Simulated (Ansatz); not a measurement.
One change: `C[SiH](C)NP` becomes `CO[SiH](C)C`.

Ansatz, PBE0-D4/def2-TZVP geometries, multiplicity 1. Each molecule was computed in one conformer, which needn't be the lowest.

| property | `C[SiH](C)NP` |
| --- | --- |
| HOMO energy (B3LYP/def2-TZVPP) / eV | -6.90 |
| LUMO energy (PBE0/def2-TZVPP) / eV | 0.33 |
| HOMO–LUMO gap (B3LYP/def2-TZVPP) / eV | 6.99 |
| HOMO energy (PBE/def2-TZVPP) / eV | -5.91 |
| HOMO–LUMO gap (PBE/def2-TZVPP) / eV | 5.34 |
| LUMO energy (ωB97M-V/def2-TZVPP) / eV | 2.00 |

Q: What does the change do to each property? (Best estimate.)

A: Ansatz gave: 
| property | `CO[SiH](C)C` | shift |
| --- | --- | --- |
| HOMO energy (B3LYP/def2-TZVPP) / eV | -7.56 | -0.66 |
| LUMO energy (PBE0/def2-TZVPP) / eV | 1.20 | 0.87 |
| HOMO–LUMO gap (B3LYP/def2-TZVPP) / eV | 8.44 | 1.45 |
| HOMO energy (PBE/def2-TZVPP) / eV | -6.28 | -0.37 |
| HOMO–LUMO gap (PBE/def2-TZVPP) / eV | 6.66 | 1.32 |
| LUMO energy (ωB97M-V/def2-TZVPP) / eV | 2.61 | 0.61 |

With PBE0 the HOMO falls by 0.67 eV and the LUMO rises by 0.87 eV, so the gap widens by about 1.54 eV. PBE moves the HOMO by -0.37 eV and ωB97M-V by -0.81 eV.

B3LYP here is the variant with VWN-RPA as its local correlation; programs differ in this.
